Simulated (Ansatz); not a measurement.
Program: Ansatz. Geometries: PBE0-D4/def2-TZVP. ΔE: electronic, gas phase. CCSD(T)/CBS is the MP2 limit (def2-TZVPP, def2-QZVPP) plus CCSD(T) − MP2 in def2-TZVPP, frozen cores. Functionals use def2-TZVPP. B3LYP here is the variant with VWN-RPA as its local correlation; programs differ in this. For Ge outer-core shells are correlated without core-valence functions, which leaves a few kJ/mol of doubt a bond. Scalar relativity is left out up to krypton. Each species was taken in one conformer, which may not be the lowest.

Reaction (formal exchange of groups at the Si–C bond): `CO[SiH2]CS` + `C[NH][GeH3]` → `CO[SiH2][NH][GeH3]` + `CCS`

`CO[SiH2]CS`:

Z-matrix (Å, degrees):
```
C
O 1 1.408
H 1 1.096 2 111.4
H 1 1.096 2 111.5 3 -121.5
H 1 1.091 2 108.3 3 119.2
Si 2 1.645 1 123.3 3 63.8
C 6 1.864 2 106.0 1 174.5
H 6 1.493 2 110.0 1 -65.6
H 6 1.489 2 110.5 1 54.5
S 7 1.813 6 111.4 2 -56.1
H 7 1.093 6 108.8 2 -172.6
H 7 1.092 6 112.0 2 68.8
H 10 1.343 7 96.7 6 45.6
```

`C[NH][GeH3]`:

Z-matrix (Å, degrees):
```
C
N 1 1.450
H 1 1.100 2 114.8
H 1 1.094 2 110.2 3 121.9
H 1 1.094 2 109.5 3 -120.8
Ge 2 1.838 1 118.0 3 67.0
H 2 1.010 1 111.6 3 -66.0
H 6 1.549 2 113.3 1 -56.3
H 6 1.536 2 107.2 1 -177.3
H 6 1.537 2 107.0 1 63.0
```

`CO[SiH2][NH][GeH3]`:

```xyz
14

C    -2.331   -0.186    1.128
O    -1.323   -0.254    0.149
Si    0.195   -0.797    0.482
N     1.240   -0.522   -0.833
Ge    1.848    1.122   -1.400
H    -3.186    0.347    0.707
H    -1.994    0.353    2.022
H    -2.665   -1.185    1.432
H     0.159   -2.259    0.761
H     0.683   -0.052    1.676
H     1.323   -1.265   -1.511
H     1.043    1.631   -2.610
H     1.678    2.071   -0.207
H     3.330    0.996   -1.797
```

`CCS`:

Cartesian coordinates in Å:
```
C -0.951 0.142 -0.052
C 0.451 -0.282 -0.433
S 1.560 -0.527 0.980
H -1.406 -0.579 0.629
H -1.582 0.225 -0.942
H -0.945 1.114 0.446
H 0.441 -1.254 -0.932
H 0.909 0.425 -1.126
H 1.523 0.737 1.432
```

```csv
level,ΔE (kJ/mol),difference from CCSD(T)/CBS
PBE-D4,-106.7,12.2
r2SCAN-D4,-115.6,3.3
PBE0-D4,-111.8,7.1
B3LYP-D4,-114.4,4.5
ωB97X-V,-114.6,4.3
ωB97M-V,-116.2,2.7
B2PLYP,-118.6,0.3
PBE,-107.3,11.6
r2SCAN,-115.8,3.1
PBE0,-112.3,6.6
B3LYP,-115.4,3.5
HF/def2-TZVPP,-126.8,-7.9
MP2/def2-TZVPP,-122.2,-3.3
SCS-MP2/def2-TZVPP,-121.7,-2.8
CCSD/def2-TZVPP,-120.2,-1.3
CCSD(T)/def2-TZVPP,-118.9,0.0
HF/def2-QZVPP,-127.8,-8.9
MP2/def2-QZVPP,-122.5,-3.6
SCS-MP2/def2-QZVPP,-122.2,-3.3
HF/CBS(def2),-127.9,-9.0
MP2/CBS(def2),-122.2,-3.3
CCSD/CBS(def2),-120.2,-1.3
CCSD(T)/CBS,-118.9,0
```

Largest T1 diagnostic among the species: 0.011.

From PBE to PBE0 (25 % exact exchange), in def2-TZVPP and without D4, ΔE moves by −4.9 kJ/mol. In def2-TZVPP, CCSD(T) changes the Hartree–Fock value by +7.9 kJ/mol (the triples alone add +1.3 kJ/mol) and MP2 by +4.6 kJ/mol.
